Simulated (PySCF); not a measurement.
Correlation energy of Zr (zirconium, neutral)

[Kr] 4d4, high-spin 5D determinant (an excited configuration). Computed with PySCF 2.14 in x2c-QZVPPall, with the spin-free X2C one-electron Hamiltonian (Gaussian nucleus). Frozen: [Kr]; 4 electrons correlated.

```
  level  correlation energy (mhartree)
   CCSD                         -48.69
    (T)                          -2.00
CCSD(T)                         -50.69
```

Diagnostics: T1 = 0.014, D1 = 0.0210, largest double amplitude 0.039.

Task: Is a single reference adequate?

Result: Yes, within this model without spin-orbit coupling: T1 lies below 0.03 and no double amplitude reaches 0.07.
